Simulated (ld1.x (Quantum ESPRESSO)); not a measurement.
**C: one change to an RRKJ potential, before and after**

carbon, norm-conserving RRKJ (Kleinman–Bylander form), made with ld1.x (Quantum ESPRESSO) 7.5 (BLYP, non-relativistic). Core [He], reference 2s2 2p0 (charge +2). Waves: 2p (bound, empty): rc 1.90 bohr; 3d channel at 0.05 Ry: rc 1.70 bohr; 2s (bound): rc 1.25 bohr. Local part: the s channel. Core correction: a·sin(br)/r model core, default radius (core density twice the valence density). rho0 = 0.01.

Change: all radii but the core radius scaled by about 1.21 (s 1.50, p 2.30, d 2.06 bohr).

Cutoffs: the cutoffs (Ry, on a coarse ladder) from which the occupation-weighted sum of valence levels, in a spherical-Bessel basis at the reference potential, stays within 10 and 1 mRy of its value at 400 Ry; they do not see the model core or the augmentation charge, which bear on the density cutoff. Errors are all-electron minus pseudo energies relative to the spin-unpolarised reference configuration.

Task: What does the change do?

Result: The potential gets softer (35 Ry and 90 Ry → 30 Ry and 60 Ry); of the 7 tests that both files solve, the error grows in 6 and shrinks in 1 by more than 15 % and 0.3 meV (median size 273.9 → 612.0 meV); neither file shows a bound ghost. A larger radius leaves more room for a smooth pseudo-wave, so fewer plane waves are needed.

| quantity | base | changed |
| --- | --- | --- |
| cutoff, loose | 35 Ry | 30 Ry |
| cutoff, tight | 90 Ry | 60 Ry |
| bound ghosts | none | none |
| error for 2s2 2p2, meV [ΔE -35.01 eV] | +298 | +726 |
| error for 2s2 2p1, meV [ΔE -24.18 eV] | +139 | +313 |
| error for 2s1 2p0, meV [ΔE 48.13 eV] | +30 | +5.2 |
| error for 2s2 2p2.3, meV [ΔE -36.16 eV] | +321 | +794 |
| error for 2s2 2p1.5, meV [ΔE -31.07 eV] | +232 | +545 |
| error for 2s0 2p4, meV [ΔE -18.23 eV] | +588 | +1394 |
| error for 2s1 2p2, meV [ΔE -15.55 eV] | +274 | +612 |
